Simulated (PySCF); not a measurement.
# How methods differ on the excitation energy of As²⁺

As²⁺ [Ar] 3d10 4s2 4p1 (2P) → As²⁺ [Ar] 3d10 4s1 4p2 (4P), as a difference of total energies. Calculation: PySCF 2.14, in dyall-av2z (16s12p8d, 92 functions); the non-relativistic Hamiltonian (point nucleus). Correlated levels: valence: [Ar] 3d10 frozen; virtual orbitals above 40 to 60 times the deepest correlated orbital energy dropped. The calculations carry no spin-orbit coupling.

```json
{"method": "UHF", "excitation energy (eV)": "6.045"}
{"method": "MP2 (valence)", "excitation energy (eV)": "6.827"}
{"method": "SCS-MP2 (valence)", "excitation energy (eV)": "7.106"}
{"method": "CCSD (valence)", "excitation energy (eV)": "7.165"}
{"method": "CCSD(T) (valence)", "excitation energy (eV)": "7.179"}
```

Question: How much does correlation contribute at CCSD(T) (valence)?

Answer: 7.179 − (6.045) = 1.134 eV, measured against UHF.

A first-order spin-orbit estimate (lowest level to lowest level, LS coupling) adds 0.023 eV.
